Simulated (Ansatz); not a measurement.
```yaml
crystal:
  periodic: [false, false, false]
  atoms:
    - {symbol: F, position_ang: [0.270603, 2.627509, -1.168605]}
    - {symbol: C, position_ang: [0.301055, 1.249276, -1.051394]}
    - {symbol: C, position_ang: [0.069804, 0.898443, 0.403169]}
    - {symbol: C, position_ang: [0.287633, -0.553932, 0.755682]}
    - {symbol: F, position_ang: [0.162481, -0.693817, 2.107960]}
    - {symbol: F, position_ang: [1.563256, -0.911410, 0.442275]}
    - {symbol: C, position_ang: [-0.661078, -1.574538, 0.156177]}
    - {symbol: F, position_ang: [-0.587687, -1.553129, -1.214884]}
    - {symbol: H, position_ang: [1.279648, 0.902009, -1.390388]}
    - {symbol: H, position_ang: [-0.469210, 0.841541, -1.707053]}
    - {symbol: H, position_ang: [-0.941605, 1.180447, 0.705146]}
    - {symbol: H, position_ang: [0.770644, 1.472833, 1.014764]}
    - {symbol: H, position_ang: [-0.373389, -2.566293, 0.512927]}
    - {symbol: H, position_ang: [-1.685055, -1.348238, 0.463223]}
basis:
  gaussian: {orbitals: x2c-TZVPPall}
hamiltonian: {xc: {name: M06-2X}, pseudopotentials: {relativity: scalar}}
scf: {lower_state_search: off}
```

```sh
$ ansatz run in.yaml --threads 2 --pin off --events-out ev --progress --plain --max-ram 32768MiB --backend cuda --devices 0, --max-vram 18GiB
```

Shortened log:

```
Error: YAML parse error: error: line 20 column 19: hamiltonian.xc: no functional is named "M06-2X"; the names, which are not case-sensitive, are SVWN5, SPW92, PBE, PBE0, PBEsol, revPBE, revPBE0, RPBE, rPW86-PBE, HSE06, wPBEh, LC-wPBE, HISS, HF, BLYP, B3LYP, B3LYP5, BHLYP, CAM-B3LYP, r2SCAN, r2SCANh, r2SCAN0, r2SCAN50, m-r2SCAN, B97, wB97, wB97X, wB97X-V, B97M-V, wB97M-V, B2PLYP, B2GP-PLYP, PBE0-DH, PBE-QIDH
18 | basis:
19 |   gaussian: {orbitals: x2c-TZVPPall}
20 | hamiltonian: {xc: {name: M06-2X}, pseudopotentials: {relativity: scalar}}
21 | scf: {lower_state_search: off}
```

In this input the method's name isn't one that the program takes here. The input was rejected before any iteration.
